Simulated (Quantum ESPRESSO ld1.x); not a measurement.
I, 53 electrons, occupied as [Kr] 4d10 5s2 5p5 (the NIST ground configuration). All-electron calculation, scalar-relativistic Kohn-Sham, PW91, spin-unpolarised, spherical densities, point nucleus. Program: ld1.x of Quantum ESPRESSO 7.5.

Normalised radial functions P(r) = r R(r), r in bohr:

r,3d
0.001263,0.0000
0.001684,0.0000
0.002247,0.0001
0.002997,0.0002
0.003997,0.0004
0.005331,0.0008
0.00711,0.0018
0.009483,0.0039
0.01265,0.0085
0.01687,0.0184
0.0225,0.0390
0.03001,0.0804
0.04002,0.1598
0.05338,0.3025
0.0712,0.5377
0.09496,0.8817
0.1267,1.3058
0.1689,1.7034
0.2253,1.8997
0.3005,1.7457
0.4008,1.2634
0.5346,0.6805
0.713,0.2540
0.951,0.0596
1.268,0.0078
1.692,0.0005
2.256,0.0000
3.009,0.0000
4.014,0.0000
5.353,0.0000
7.14,0.0000

3d: eigenvalue -606.17 eV, 0 radial nodes, <r> = 0.289 bohr, 90 % of the charge inside 0.453 bohr.
